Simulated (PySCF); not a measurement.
Sn(SH)2 (H2S2Sn), SMILES [SH][Sn][SH] (connectivity only; charge and spin as stated), neutral, multiplicity 1.

Coordinates come from a B3LYP-D3(BJ)/def2-SVP optimisation. The def2 effective core potentials stand for the cores of Sn; spin–orbit coupling is left out. The values are those of a single conformer.

These are PySCF 2.14.0 with TDA-M06-2X/def2-SVPD values and carry that method's errors.

Vertical excitations. Gas-phase values at a fixed geometry. State labels are in the subgroup C2v.

Computed lowest excited states:
| state | symmetry | energy (eV) | λ (nm) | f | main pairs |
|---|---|---|---|---|---|
| S1 | B1 | 3.57 | 347 | 0.033 | HOMO→LUMO 98 % |
| S2 | B2 | 4.27 | 290 | 0.023 | HOMO−1→LUMO 88 % |
| S3 | A2 | 5.00 | 248 | 0.000 | HOMO−3→LUMO 97 % |
| S4 | A1 | 5.03 | 247 | 0.005 | HOMO−2→LUMO 85 % |
| S5 | B1 | 5.46 | 227 | 0.033 | HOMO−1→LUMO+1 91 % |
| S6 | B2 | 5.63 | 220 | 0.476 | HOMO→LUMO+1 85 % |
| S7 | A2 | 5.73 | 216 | 0.000 | HOMO−1→LUMO+2 66 %, HOMO−2→LUMO+1 12 % |
| S8 | A2 | 5.96 | 208 | 0.000 | HOMO−1→LUMO+3 42 %, HOMO−2→LUMO+1 35 %, HOMO−1→LUMO+2 10 % |
| S9 | A1 | 5.97 | 208 | 0.194 | HOMO→LUMO+2 83 % |
| S10 | B1 | 6.30 | 197 | 0.013 | HOMO−2→LUMO+2 54 %, HOMO−1→LUMO+4 11 %, HOMO−1→LUMO+6 10 %, HOMO−2→LUMO+5 10 % |
| T1 | B1 | 2.31 | 537 | 0 | HOMO→LUMO 95 % |
| T2 | B2 | 3.61 | 344 | 0 | HOMO−1→LUMO 97 % |
| T3 | B2 | 3.95 | 314 | 0 | HOMO→LUMO+1 84 % |
| T4 | A1 | 4.19 | 296 | 0 | HOMO−2→LUMO 96 % |
Triplets are in the Tamm–Dancoff approximation.
